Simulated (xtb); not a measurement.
Input file for xtb: GFN2-xTB on GaH6N3 (SMILES [NH2][Ga]([NH2])[NH2]), a point of a torsion scan.

```
$ xtb mol.xyz --gfn 2 --sp --chrg 0 --uhf 0
10

N     -0.61689007     1.74312060    -0.26407829
Ga    -0.28806984    -0.07124878    -0.21089978
N      1.15303804    -0.75569277     0.67566266
N     -1.25021530    -1.17301199    -1.29968416
H     -1.49646805     2.07312507     0.12070886
H      0.11767304     2.31515486     0.14488700
H      1.32708473    -1.75055297     0.72072661
H      1.58946022    -0.29964907     1.46601209
H     -2.08596533    -0.82305519    -1.75149593
H     -1.36022013    -2.16068099    -1.10810080
```

Give the final energy of this run.

-13.0200 hartree.
